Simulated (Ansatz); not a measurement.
The cluster Mg₃Al₃⁺, 6 atoms. Hardware: 4 threads of Intel Xeon on a shared host.

Correlated methods freeze 18 core orbitals; core or outer-core shells of Mg are correlated, in sets that lack core-valence functions.

Task: How many basis functions does each of these Ansatz runs have, and roughly what does it cost? PBE-D4/def2-TZVP, charge 1 singlet, energy and forces, from earlier orbitals; PBE0-D4/def2-SVP, charge 1 singlet, energy, from earlier orbitals; PBE-D4/def2-SVP, charge 1 singlet, energy, from earlier orbitals; HSE06-D4/def2-TZVP, charge 1 singlet, energy, from earlier orbitals; r2SCAN0-D4/def2-TZVP, charge 1 singlet, energy, from earlier orbitals; HF/STO-3G, charge 1 singlet, energy; PBE0-D4/def2-TZVP, charge 1 singlet, energy, from earlier orbitals; PBE0-D4/def2-SVP, charge 1 singlet, relaxation, 27 steps; MP2/def2-TZVP, charge 1 singlet, energy, from earlier orbitals; r2SCAN-D4/def2-TZVP, charge 1 singlet, energy, from earlier orbitals; CCSD(T)/def2-TZVPP, charge 1 singlet, energy, from earlier orbitals; B3LYP-D4/def2-TZVP, charge 1 singlet, energy, from earlier orbitals.

Result: Other jobs shared the machine, so times can vary by a factor of up to 3. A dash marks memory too small to be measured apart from the calling script's.

```tsv
run	functions	fitting or Cholesky vectors	wall time	peak host memory (GiB)
HF/STO-3G, charge 1 singlet, energy	54	540	0.86 s	–
PBE-D4/def2-SVP, charge 1 singlet, energy, from earlier orbitals	108	1116	2.5 s	–
PBE0-D4/def2-SVP, charge 1 singlet, energy, from earlier orbitals	108	906	4.2 s	–
PBE-D4/def2-TZVP, charge 1 singlet, energy and forces, from earlier orbitals	207	1641	6.5 s	–
HSE06-D4/def2-TZVP, charge 1 singlet, energy, from earlier orbitals	207	1701	8.5 s	0.78
B3LYP-D4/def2-TZVP, charge 1 singlet, energy, from earlier orbitals	207	1641	9.5 s	0.73
PBE0-D4/def2-TZVP, charge 1 singlet, energy, from earlier orbitals	207	1701	9.5 s	0.75
r2SCAN-D4/def2-TZVP, charge 1 singlet, energy, from earlier orbitals	207	1641	11 s	–
MP2/def2-TZVP, charge 1 singlet, energy, from earlier orbitals	207	1531	12 s	0.57
r2SCAN0-D4/def2-TZVP, charge 1 singlet, energy, from earlier orbitals	207	1701	15 s	0.78
PBE0-D4/def2-SVP, charge 1 singlet, relaxation, 27 steps	108	964	1.7 min	–
CCSD(T)/def2-TZVPP, charge 1 singlet, energy, from earlier orbitals	222	1620	3.7 min	3.7
```
